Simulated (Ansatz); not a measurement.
The cluster Li₄⁺ (the lowest doublet isomer of a short search) was relaxed with B3LYP (def2-TZVP) in Ansatz in these states: charge +1 doublet, charge +1 quartet. The geometries follow in no particular order.

A:

```csv
atom,x (Å),y (Å),z (Å)
Li1,-0.161,0.191,2.410
Li2,-0.400,-2.389,0.163
Li3,0.400,2.389,-0.161
Li4,0.161,-0.191,-2.411
```

B:

```xyz
4

Li   -0.1350   -0.6506    1.2110
Li   -0.0889    2.4981    1.3326
Li    0.0865   -2.4997   -1.3296
Li    0.1373    0.6522   -1.2140
```

Question: Judge from the bond lengths which geometry belongs to which state (an estimate).

Answer: A is the charge +1 quartet (Li1–Li4 4.846 Å); B is the charge +1 doublet (Li1–Li4 2.766 Å).

At PBE0/def2-TZVP a doublet lies 1.40 eV below the charge +1 quartet. These are the stationary points nearest to one start from a short search; other shapes may lie lower in each state.
